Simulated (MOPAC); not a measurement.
MOPAC input (AM1):

```
AM1 PRECISE GNORM=0.05 LET XYZ CHARGE=-1 GEO-OK AUX(PRECISION=9) THREADS=1
H3F2Si2

F     1.83350600 1    1.22440600 1    0.41431600 1
Si    1.24399400 1   -0.09732200 1   -0.48491400 1
Si   -1.04055000 1    0.05240600 1    0.28594000 1
F    -1.96634700 1   -1.16597900 1   -0.34062200 1
H     1.52949000 1   -1.21470400 1    0.54471900 1
H    -1.41672700 1    0.02258500 1    1.75032400 1
H    -1.76541100 1    1.29510500 1   -0.17265600 1
```

From the output:

```
                                                       MOPAC v23.2.5 Linux

          FINAL HEAT OF FORMATION =       -179.41193 KCAL/MOL =    -750.65952 KJ/MOL

          COSMO AREA              =        127.20 SQUARE ANGSTROMS
          COSMO VOLUME            =        119.09 CUBIC ANGSTROMS

          GRADIENT NORM           =          0.02987          =       0.01129 PER ATOM
          IONIZATION POTENTIAL    =          2.037978 EV
          HOMO LUMO ENERGIES (EV) =         -2.038  4.521
          NO. OF FILLED LEVELS    =         13
          MOLECULAR WEIGHT        =         97.1915         POINT GROUP:  C1

          MOLECULAR DIMENSIONS (Angstroms)

            Atom       Atom       Distance
            H     6    F     1     4.64873
            H     5    H     7     4.00023
            F     4    H     5     2.25314

          SCF CALCULATIONS        =         89

   ATOM   CHEMICAL          X               Y               Z
  NUMBER   SYMBOL      (ANGSTROMS)     (ANGSTROMS)     (ANGSTROMS)

     1       F          2.06015268  *   1.21102235  *  -0.47783722  *
     2      Si          1.21803905  *   0.03662110  *   0.30337154  *
     3      Si         -1.18224920  *  -0.16115870  *   0.39836045  *
     4       F         -2.05763256  *  -0.85139216  *  -0.80324385  *
     5       H          1.92279751  *  -1.03020724  *   1.01500919  *
     6       H         -1.49770576  *  -0.92234963  *   1.62002666  *
     7       H         -1.78041660  *   1.16814289  *   0.61462674  *

                             CARTESIAN COORDINATES

   1    F        2.060152675     1.211022345    -0.477837216
   2   Si        1.218039046     0.036621105     0.303371540
   3   Si       -1.182249205    -0.161158703     0.398360454
   4    F       -2.057632557    -0.851392156    -0.803243846
   5    H        1.922797513    -1.030207241     1.015009194
   6    H       -1.497705760    -0.922349633     1.620026657
   7    H       -1.780416597     1.168142894     0.614626740

           Empirical Formula: H3 F2 Si2  =     7 atoms

      MOLECULAR POINT GROUP   :   C1

                  EIGENVALUES
 -43.21498 -41.23665 -12.74818 -11.11469 -10.97074 -10.12058  -9.50664  -9.04901
  -8.86068  -7.51762  -7.02532  -4.87141  -2.03798   4.52072   5.57486   5.83612
   6.68067   7.41069   8.36010

              NET ATOMIC CHARGES AND DIPOLE CONTRIBUTIONS

  ATOM NO.   TYPE          CHARGE      No. of ELECS.   s-Pop       p-Pop
    1          F          -0.412045        7.4120     1.88486     5.52719
    2         Si          -0.275000        4.2750     0.76951     3.50549
    3         Si           0.794548        3.2055     0.87652     2.32893
    4          F          -0.467390        7.4674     1.88359     5.58380
    5          H          -0.138475        1.1385     1.13847
    6          H          -0.251077        1.2511     1.25108
    7          H          -0.250562        1.2506     1.25056
 DIPOLE           X         Y         Z       TOTAL
 POINT-CHG.    -2.924    -0.631     0.433     3.023
 HYBRID        -0.813     0.053    -0.598     1.010
 SUM           -3.737    -0.579    -0.165     3.785

          ATOMIC ORBITAL ELECTRON POPULATIONS

     Atom    s        px        py        pz
    1  F   1.88486   1.83895   1.78553   1.90270
    2 Si   0.76951   0.83309   1.09062   1.58178
    3 Si   0.87652   0.98805   0.72584   0.61504
    4  F   1.88359   1.86877   1.90507   1.80996
    5  H   1.13847
    6  H   1.25108
    7  H   1.25056

 **********************
 *                    *
 * JOB ENDED NORMALLY *
 *                    *
 **********************

 == MOPAC DONE ==
```

The dipole moment of an ion depends on the origin.

The geometry given is a B3LYP-D3(BJ)/def2-TZVP minimum.
